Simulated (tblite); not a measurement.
H$_{8}$Si$_{3}$, charge +1, doublet, at a GFN2-xTB geometry (a state made from the parent by changing its charge; the spin is typed, not shown lowest); GFN1-xTB (tblite).

Here is a job for tblite.
```
$ tblite run mol.xyz --method gfn1 --charge 1 --spin 1 --spin-polarized --json tblite.json --no-restart

# file mol.xyz
11

Si     1.73006259     0.88617971    -0.01821925
Si     0.21430832    -1.03910606    -0.11847187
Si    -1.93611862     0.11291389     0.13212917
H      3.05494759     0.29289400    -0.13804698
H      1.35438441     1.72882927    -1.14918317
H      1.47531091     1.50967649     1.27664176
H      0.46584425    -2.03082472     0.92986925
H      0.32388443    -1.79829328    -1.36643948
H     -2.00324331     1.05008294    -0.98479523
H     -1.86962290     0.76938187     1.43401237
H     -2.91703742    -0.96157215     0.06180881
```

Output, abridged:

```
xTB calculator
 | screened Coulomb repulsion
 | Coulomb electrostatics
 |  * isotropic Klopman-Ohno-Mataga-Nishimoto electrostatics
 |  * onsite third-order electrostatics
 | DFT-D3(BJ) dispersion correction
 | Interactions (1)
 | [1] spin polarization

halogen bonding energy    0.0000000000000E+00 Eh
repulsion energy          8.1508930684568E-02 Eh
dispersion energy        -3.9561083583648E-03 Eh
interaction energy        0.0000000000000E+00 Eh
number of electrons       1.9000000000000E+01 e
integral cutoff           2.8146159136829E+01 bohr

------------------------------------------------------------
  cycle        total energy    energy error   density error
------------------------------------------------------------
      1     -9.320907297136  -9.3984601E+00   2.2666788E-01
      2     -9.357173615733  -3.6266319E-02   1.1984998E-01
      3     -9.358660346748  -1.4867310E-03   2.9637168E-02
      4     -9.359502127480  -8.4178073E-04   9.2371260E-03
      5     -9.359822955206  -3.2082773E-04   3.1448565E-03
      6     -9.359849170004  -2.6214798E-05   1.4889119E-03
      7     -9.359851548670  -2.3786662E-06   8.1175711E-04
      8     -9.359853346343  -1.7976729E-06   1.0995080E-04
      9     -9.359853387723  -4.1380227E-08   2.2352778E-05
     10     -9.359853387783  -6.0159877E-11   1.9880049E-05
------------------------------------------------------------

electronic energy        -9.4374062101095E+00 Eh
total energy             -9.3598533877833E+00 Eh

Post processing:
 | Mayer-Wiberg bond orders

[Info] JSON dump of results written to 'tblite.json'
```
